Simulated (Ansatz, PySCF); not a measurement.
Molecule: sum formula SiH3F (charge 0, singlet). SMILES: F[SiH3]
Geometry from a B3LYP-D3(BJ)/def2-TZVP (Ansatz, a first-principles code) optimisation:
```xyz
5

Si    -0.4984     0.0049     0.0640
F      1.0946    -0.0107    -0.1405
H     -0.9841     1.3772    -0.1865
H     -1.0980    -0.9433    -0.8970
H     -0.7911    -0.4059     1.4523
```
Charge 0, spin multiplicity 1.

PBE beside other levels, property by property. Valence correlation only, unless marked. Open shells are spin-unrestricted. No spin-orbit coupling. Non-relativistic. CBS(X,Y): correlation extrapolated as X^-3; Hartree-Fock from the larger set (for Q and 5 zeta extrapolated as (X+1)exp(-9√X)). Rows marked 298 K are enthalpies with B3LYP-D3(BJ) harmonic zero-point and thermal terms. Atomisation energies are electronic, to ground-state atoms; the column to compare with has the core term from cc-pwCVTZ added, other frozen-core levels have none. Frequencies are from Ansatz or PySCF. Anions need diffuse functions, of which def2-TZVPD holds fewer than the aug- sets. The coupled-cluster column (Ansatz) is a level with limits of its own: (a) CCSD(T)/CBS(aug-cc-pV(T+d)Z,aug-cc-pV(Q+d)Z); (b) CCSD(T)/CBS(def2-TZVPPD,def2-QZVPPD); (c) CCSD(T)/CBS(cc-pV(Q+d)Z,cc-pV(5+d)Z).

```
property                                                                      SVWN5/def2-TZVPD (Ansatz)  M06-2X/def2-TZVPD (PySCF)  CCSD(T)/cc-pV(D+d)Z (Ansatz)  coupled cluster
----------------------------------------------------------------------------  -------------------------  -------------------------  ----------------------------  ---------------
F-Si bond dissociation enthalpy, 298 K, to [SiH3] (SiH3) + F atom (kcal/mol)                      168.6                      149.6                         132.5        151.8 (b)
deprotonation enthalpy (H-Si bond), 298 K, to F[SiH2-] + H+ (kcal/mol)                            360.1                      373.5                         382.2        374.6 (a)
atomisation energy (kcal/mol)                                                                     417.8                      379.6                         347.9        382.9 (c)
H-Si bond dissociation enthalpy, 298 K, to F[SiH2] + H atom (kcal/mol)                             96.5                       91.4                          90.6         94.5 (c)
```

Task: What does PBE/def2-TZVPD (Ansatz) give for each property, and on which side of coupled cluster does it fall?

Result: 
- F-Si bond dissociation enthalpy, 298 K, to [SiH3] (SiH3) + F atom: PBE lies 3.9 kcal/mol below coupled cluster; PBE gives 147.9 kcal/mol.
- deprotonation enthalpy (H-Si bond), 298 K, to F[SiH2-] + H+: PBE lies 6.7 kcal/mol below coupled cluster; PBE gives 367.9 kcal/mol.
- atomisation energy: PBE lies 10.0 kcal/mol below coupled cluster; PBE gives 372.9 kcal/mol.
- H-Si bond dissociation enthalpy, 298 K, to F[SiH2] + H atom: PBE lies 7.3 kcal/mol below coupled cluster; PBE gives 87.2 kcal/mol.
